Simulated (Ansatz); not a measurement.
Computed with Ansatz on PBE0-D4/def2-TZVP structures; ΔE is electronic, products minus reactants. CCSD(T)/CBS is the MP2 limit (def2-TZVPP, def2-QZVPP) plus CCSD(T) − MP2 in def2-TZVPP, frozen cores. DFT in def2-TZVPP. For Ge outer-core shells are correlated without core-valence functions, which leaves a few kJ/mol of doubt a bond. Scalar relativity is left out up to krypton.

Consider the redistribution: `F[Si](F)([SiH3])Cl` + `F[Si](F)(Cl)[GeH3]` → `F[Si]([SiH3])(Cl)Cl` + `F[Si](F)(F)[GeH3]`.

```tsv
level	ΔE (kcal/mol)	difference from CCSD(T)/CBS
r2SCAN-D4	-0.6	0.4
B97M-V	-0.6	0.4
r2SCAN0-D4	-0.8	0.2
CAM-B3LYP-D4	-0.6	0.4
ωB97M-V	-0.7	0.3
r2SCAN	-0.6	0.4
CAM-B3LYP	-0.5	0.5
CCSD/def2-SVP	-0.8	0.2
SCS-MP2/def2-QZVPP	-1.1	-0.1
CCSD/CBS(def2)	-1.0	0.0
CCSD(T)/CBS	-1.0	0
```

What do rigid-rotor, harmonic-oscillator terms from PBE0-D4/def2-TZVP frequencies (298.15 K, 1 bar) make of the CCSD(T)/CBS value? (An estimate is asked.)

Ansatz gave: ΔZPE = 0.0 kcal/mol, ΔH = -1.0 kcal/mol, ΔS = -9 J/(mol·K), ΔG = -0.3 kcal/mol.

Largest T1 diagnostic among the species: 0.012.

Leaving LDA and LC-ωPBE aside and taking each functional with its dispersion term where it has one, the values, not all of them listed here, spread over 0.4 kcal/mol, from PBE-QIDH to BLYP-D4.
